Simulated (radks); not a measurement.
Q: Species: Mo V. Configuration: [Kr] 4d2. Method: scalar-relativistic Kohn-Sham, PBE, spin-unpolarised, spherical densities, point nucleus; computed with a radial shooting solver on a logarithmic mesh with Libxc functionals. Some entries of the table are withheld. Estimate them.

orbital  occ.  eigenvalue (eV)  <r> (bohr)
1s          2        -19871.55     0.03517
2s          2              (1)      0.1537
2p          6              (2)         (3)
3s          2        -525.3639      0.4287
3p          6        -428.0717      0.4304
3d         10        -269.8674      0.4149
4s          2        -111.3047       1.087
4p          6         -84.6675       1.193
4d          2         -46.3058       1.518

A: 
(1) 2s eigenvalue (eV): -2848.935
(2) 2p eigenvalue (eV): -2552.047
(3) 2p <r> (bohr): 0.1340
